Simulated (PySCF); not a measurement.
Input file for PySCF: R-B3LYP/6-311+G** on C3H6O2 (SMILES CCOC=O).

```python
from pyscf import gto, scf, dft, mp
from pyscf.data.elements import chemcore

mol = gto.M(
    atom='''
    C    -1.29842775    0.37355943    0.27120246
    C    -0.35649379   -0.47867121   -0.55326139
    O     0.90421905    0.20253372   -0.78268459
    C     1.82974473    0.09783632    0.17594385
    O     1.72317291   -0.50960532    1.20518239
    H    -1.46316433    1.34047494   -0.20589560
    H    -2.26200273   -0.13131112    0.36455306
    H    -0.89933416    0.53503511    1.27194437
    H    -0.15350206   -1.43174107   -0.06681439
    H    -0.74797182   -0.65751694   -1.55288850
    H     2.72375994    0.65940615   -0.12728165
    ''',
    basis='6-311+g**',
    charge=0, spin=0, verbose=3, max_memory=1800)
mf = dft.RKS(mol, xc='b3lyp')
mf.conv_tol = 1e-8
mf.max_cycle = 100
mf.kernel()
if not mf.converged:
    mf = mf.newton().run(mf.mo_coeff, mf.mo_occ)
```

It printed:

```
converged SCF energy = -268.467483799059
```

The run converged.

Cost: around 22 core-seconds (rough).
